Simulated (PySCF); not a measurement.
Input of a run (PBE0-D3(BJ)/def2-SVP geometry optimisation, gas phase (PySCF 2.14.0)), started from GFN2-xTB:
```
{"job": {"xc": "PBE0", "basis": "def2-SVP", "d3": "d3bj", "grid": 1, "maxiter": 40, "shake": 0.03, "kind": "geom"}, "charge": 0, "multiplicity": 1}
Si     0.121030     0.555990     0.366040
H     -0.031210     0.832030     1.805380
C      1.812930     0.344710    -0.177960
H      2.412020    -0.472160     0.382110
H      2.470230     1.210000     0.019630
H      1.950280     0.146210    -1.219850
C     -0.593840     2.156490    -0.547710
H     -1.617520     2.354960    -0.312940
H     -0.565190     2.068070    -1.569160
H     -0.074040     3.047000    -0.249010
C     -1.022030    -0.896910    -0.091490
C     -0.507460    -2.176900     0.560970
H     -1.074740    -0.993140    -1.230470
H     -2.085720    -0.702720     0.182270
H     -1.171650    -3.050470     0.255090
H      0.494670    -2.368870     0.269120
H     -0.546280    -2.054890     1.618230
```

Output (energies in Eh, forces in Eh/bohr):
```
step   0  E = -448.62734419  max force = 0.066033
step   1  E = -448.64946408  max force = 0.018255
step   2  E = -448.65067817  max force = 0.005118
step   3  E = -448.65079765  max force = 0.000634
step   4  E = -448.65080896  max force = 0.000329
optimisation converged
```

Q: Summarise the run.

A: The energy falls by 61.6 kJ/mol over 5 energy and gradient evaluations, the largest force component goes from 0.0660 to 3.3e-04 Eh/bohr, and the atoms move by 0.063 Å rms after alignment. Among the bonds, Si1–C3 and Si1–C7 change most and about equally (-0.095 to +0.094 Å). Bonds longer at the end by more than 0.005 Å: 8 of 16; shorter: 6. Among the angles that change most is H4–C3–H5, from 99.1° to 107.8°. The energy never rose by more than 1e-6 Eh on the way. The first step brought 94 % of the lowering.

Q: What are the final bond lengths?

A: Si1–H2 1.503 Å, Si1–C3 1.884 Å, Si1–C7 1.882 Å, Si1–C11 1.890 Å, C3–H4 1.101 Å, C3–H5 1.101 Å, C3–H6 1.102 Å, C7–H8 1.101 Å, C7–H9 1.102 Å, C7–H10 1.101 Å, C11–C12 1.526 Å, C11–H13 1.105 Å, C11–H14 1.105 Å, C12–H15 1.102 Å, C12–H16 1.102 Å, C12–H17 1.102 Å. Numbering counts from 1 in the input's order; the species is SiHMe2Et (`[H][Si](C)(C)CC`).

The run used 134 basis functions and 30 SCF cycles in all. Time: 34 s; peak memory 0.56 GiB. Hardware: one thread, Arm Neoverse V1 (aarch64), shared host.

No frequency check. One conformer, not necessarily the lowest.
